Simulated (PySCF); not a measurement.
Can point charges reproduce the dipole moment of `C=C[C@H]([SiH3])C1=C[SiH2]C1`?

Coordinates (GFN2-xTB, Å) and charges (e) from the PBE0/pcSseg-1 density (PySCF):

```json
{"atom": "C1", "x": "-2.753", "y": "-1.052", "z": "-0.710", "Mulliken": "-0.1336", "IAO": "-0.3307", "Hirshfeld": "-0.1080", "ESP-fitted": "-0.5051"}
{"atom": "C2", "x": "-1.542", "y": "-0.530", "z": "-0.803", "Mulliken": "-0.1791", "IAO": "-0.1271", "Hirshfeld": "-0.0380", "ESP-fitted": "-0.0378"}
{"atom": "C3", "x": "-0.832", "y": "0.153", "z": "0.314", "Mulliken": "-0.4255", "IAO": "-0.3730", "Hirshfeld": "-0.1013", "ESP-fitted": "-0.2767"}
{"atom": "Si4", "x": "-0.921", "y": "2.053", "z": "0.004", "Mulliken": "+0.5454", "IAO": "+0.6132", "Hirshfeld": "+0.3175", "ESP-fitted": "+0.3553"}
{"atom": "C5", "x": "0.587", "y": "-0.248", "z": "0.443", "Mulliken": "-0.1768", "IAO": "+0.0515", "Hirshfeld": "+0.0192", "ESP-fitted": "+0.3242"}
{"atom": "C6", "x": "1.290", "y": "-0.548", "z": "1.548", "Mulliken": "-0.2959", "IAO": "-0.4660", "Hirshfeld": "-0.1663", "ESP-fitted": "-0.5488"}
{"atom": "Si7", "x": "2.911", "y": "-0.799", "z": "0.636", "Mulliken": "+0.6760", "IAO": "+0.7499", "Hirshfeld": "+0.3374", "ESP-fitted": "+0.6129"}
{"atom": "C8", "x": "1.586", "y": "-0.341", "z": "-0.686", "Mulliken": "-0.4309", "IAO": "-0.5406", "Hirshfeld": "-0.1670", "ESP-fitted": "-0.5969"}
{"atom": "H9", "x": "-3.309", "y": "-1.030", "z": "0.213", "Mulliken": "+0.1070", "IAO": "+0.1432", "Hirshfeld": "+0.0439", "ESP-fitted": "+0.2011"}
{"atom": "H10", "x": "-3.238", "y": "-1.524", "z": "-1.548", "Mulliken": "+0.1158", "IAO": "+0.1528", "Hirshfeld": "+0.0463", "ESP-fitted": "+0.1922"}
{"atom": "H11", "x": "-1.007", "y": "-0.566", "z": "-1.742", "Mulliken": "+0.1161", "IAO": "+0.1440", "Hirshfeld": "+0.0449", "ESP-fitted": "+0.1385"}
{"atom": "H12", "x": "-1.346", "y": "-0.053", "z": "1.258", "Mulliken": "+0.1448", "IAO": "+0.1533", "Hirshfeld": "+0.0487", "ESP-fitted": "+0.1593"}
{"atom": "H13", "x": "-0.106", "y": "2.722", "z": "1.018", "Mulliken": "-0.0741", "IAO": "-0.1144", "Hirshfeld": "-0.0760", "ESP-fitted": "-0.0889"}
{"atom": "H14", "x": "-2.323", "y": "2.459", "z": "0.094", "Mulliken": "-0.0734", "IAO": "-0.1110", "Hirshfeld": "-0.0748", "ESP-fitted": "-0.0791"}
{"atom": "H15", "x": "-0.413", "y": "2.361", "z": "-1.333", "Mulliken": "-0.0767", "IAO": "-0.1161", "Hirshfeld": "-0.0738", "ESP-fitted": "-0.0806"}
{"atom": "H16", "x": "0.919", "y": "-0.585", "z": "2.561", "Mulliken": "+0.0552", "IAO": "+0.1400", "Hirshfeld": "+0.0342", "ESP-fitted": "+0.1736"}
{"atom": "H17", "x": "3.470", "y": "-2.148", "z": "0.537", "Mulliken": "-0.0929", "IAO": "-0.1254", "Hirshfeld": "-0.0763", "ESP-fitted": "-0.1284"}
{"atom": "H18", "x": "3.969", "y": "0.194", "z": "0.832", "Mulliken": "-0.0925", "IAO": "-0.1255", "Hirshfeld": "-0.0772", "ESP-fitted": "-0.1305"}
{"atom": "H19", "x": "1.341", "y": "-1.108", "z": "-1.420", "Mulliken": "+0.1485", "IAO": "+0.1429", "Hirshfeld": "+0.0343", "ESP-fitted": "+0.1572"}
{"atom": "H20", "x": "1.712", "y": "0.600", "z": "-1.221", "Mulliken": "+0.1427", "IAO": "+0.1389", "Hirshfeld": "+0.0318", "ESP-fitted": "+0.1586"}
```

Q: Compute μ = Σ q r for each scheme (1 e·Å = 4.803 D) and compare with the dipole of the full density.

A: The full density gives (-0.32, 0.14, -0.17) D, 0.39 D in size; dipole vectors point from the negative to the positive end.

```
    scheme     μx    μy     μz  size (D)  share of the full size (%)  angle to the full dipole (°)
  Mulliken   1.29  1.20  -1.11      2.08                         538                            94
       IAO   1.10  0.98  -0.24      1.50                         387                           107
 Hirshfeld   0.14  0.22  -0.07      0.27                          69                            92
ESP-fitted  -0.31  0.14  -0.19      0.39                         101                             3
```

Q: Which set comes closest?

A: Length of the difference vector: ESP-fitted 0.02 D, Hirshfeld 0.48 D, IAO 1.66 D, Mulliken 2.15 D. Closest: ESP-fitted. ESP charges are fitted to the potential around the molecule, whose slowest-falling term is the dipole's. 

Q: What is left for the Hirshfeld atoms' own dipoles?

A: The Hirshfeld atoms' densities add up to the full density, so μ = Σ q r + Σ (atomic dipoles). The atomic dipoles sum to (-0.32, 0.14, -0.17) − (0.14, 0.22, -0.07) = (-0.46, -0.08, -0.10) D, 0.48 D in size.

Q: With the origin at the mean of the coordinates, (0.000, 0.001, 0.000) Å, which are the largest single terms, by size, of the ESP-fitted dipole along the direction of the full one?

A: Si7 -8.73, C1 -5.34, C6 +5.11, C8 +3.24, H10 +2.58 D; all 20 atoms together +0.39 D. The single terms depend on the origin, their sum doesn't.

Q: Give the size of the full dipole in other units.

A: 0.39 D = 0.152 au = 0.081 e·Å = 1.29 × 10⁻³⁰ C·m.

Isolated species at its GFN2-xTB geometry (one conformer only).

Conformer computed: `[CH2:1]=[CH:2][C@H:3]([SiH3:4])[C:5]1=[CH:6][SiH2:7][CH2:8]1`: C1–C2–C3–Si4 -104°, C2–C3–C5–C6 -136°.
